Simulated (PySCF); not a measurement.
BiCl₂, SMILES [Bi+]([Cl])[Cl] (connectivity only; charge and spin as stated), charge +1, multiplicity 1. Geometry: B3LYP-D3(BJ)/def2-TZVP. The multiplicity is an assumed one; other spin states were not compared. The isomer is the one that the SMILES or the coordinates give; other isomers of the formula were not compared. The def2 effective core potentials stand for the cores of Bi; spin–orbit coupling is left out.

Computed with B3LYP-D3(BJ)/def2-TZVP (PySCF).

Harmonic wavenumbers (cm⁻¹): 120, 373, 387. Rotational constants (GHz): 4.088, 2.184, 1.424; symmetry number 2.

Question: Work out the zero-point energy and the ideal-gas rigid-rotor harmonic-oscillator thermochemistry at 298.15 K and 1 atm.

Answer: ZPE = ½ Σ hcν = ½ × 879 cm⁻¹ = 5.26 kJ/mol. H − E(el) = 18.74 kJ/mol. Entropy in J/(mol K): translation 179.02, rotation 109.83, vibration 21.69, total 310.53. G − E(el) = -73.85 kJ/mol. Cp = 54.01 J/(mol K). Modes under 150 cm⁻¹ make the vibrational entropy uncertain.
